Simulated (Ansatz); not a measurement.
Name a neutral molecule of Ag, C, P, S and H with HOMO energy (B3LYP/def2-TZVPP) between -4.90 and -4.60 eV and LUMO energy (PBE/def2-TZVPP) between -1.30 and -1.00 eV (Ansatz, PBE0-D4/def2-TZVP geometry).

`C[S][Ag-][P+](C)(C)C` (-4.79 eV, -1.12 eV); `CC[P+](CC)(CC)[Ag-][S]C` (-4.74 eV, -1.05 eV). Other molecules can fit too; these were computed, each in one conformer that needn't be the lowest.

B3LYP here is the variant with VWN-RPA as its local correlation; programs differ in this.
